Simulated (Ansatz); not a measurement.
`C[O][W](=[S])(=[S])[N](C)C` + CH₄ → `C[N](C)[W]([CH3])(=[S])=[S]` + CH₃OH  (formal exchange of groups at a W–O bond)

Calculated with Ansatz (gas phase, PBE0-D4/def2-TZVP geometries, no zero-point term in ΔE). CCSD(T)/CBS is the MP2 limit (def2-TZVPP, def2-QZVPP) plus CCSD(T) − MP2 in def2-TZVPP, frozen cores. This one scheme is used for every species. Functionals use def2-TZVPP. B3LYP here is the variant with VWN-RPA as its local correlation; programs differ in this. HSE06 is defined as in plane-wave codes. def2 core potentials past Kr. For W outer-core shells are correlated without core-valence functions, which leaves a few kJ/mol of doubt a bond. One conformer a species, not always the lowest.

```
             level  ΔE (kJ/mol)  difference from CCSD(T)/CBS
       LDA (SPW92)        121.1                         11.5
            PBE-D4        120.5                         10.9
         revPBE-D4        121.1                         11.5
         r2SCAN-D4        126.3                         16.7
            B97M-V        129.9                         20.3
           PBE0-D4        114.3                          4.7
          B3LYP-D4        124.7                         15.1
        r2SCANh-D4        123.0                         13.4
        r2SCAN0-D4        118.3                          8.7
          HSE06-D4        114.2                          4.6
          BHLYP-D4        120.7                         11.1
      CAM-B3LYP-D4        124.8                         15.2
           ωB97X-V        118.5                          8.9
           ωB97M-V        113.6                          4.0
            B2PLYP        122.1                         12.5
          PBE-QIDH        112.6                          3.0
               PBE        119.2                          9.6
            revPBE        118.0                          8.4
              BLYP        127.5                         17.9
            r2SCAN        125.8                         16.2
              PBE0        113.0                          3.4
             B3LYP        122.6                         13.0
           r2SCANh        122.4                         12.8
           r2SCAN0        117.7                          8.1
             HSE06        113.0                          3.4
             BHLYP        118.9                          9.3
         CAM-B3LYP        123.5                         13.9
           LC-ωPBE        116.5                          6.9
RPA@PBE/def2-TZVPP        112.1                          2.5
     CCSD/def2-SVP        119.0                          9.4
  CCSD(T)/def2-SVP        124.0                         14.4
     HF/def2-TZVPP        115.9                          6.3
    MP2/def2-TZVPP        113.7                          4.1
SCS-MP2/def2-TZVPP        113.7                          4.1
   CCSD/def2-TZVPP        107.6                         -2.0
CCSD(T)/def2-TZVPP        111.5                          1.9
    MP2/def2-QZVPP        112.3                          2.7
SCS-MP2/def2-QZVPP        112.1                          2.5
     MP2/CBS(def2)        111.8                          2.2
    CCSD/CBS(def2)        105.7                         -3.9
       CCSD(T)/CBS        109.6                            0
```

Largest T1 diagnostic among the species: 0.021, so the coupled-cluster value is less sure than usual.

From BLYP to BHLYP (50 % exact exchange), in def2-TZVPP and without D4, ΔE moves by −8.6 kJ/mol. At CCSD(T), def2-SVP lies +14.4 kJ/mol from the extrapolated value and def2-TZVPP +1.9 kJ/mol.
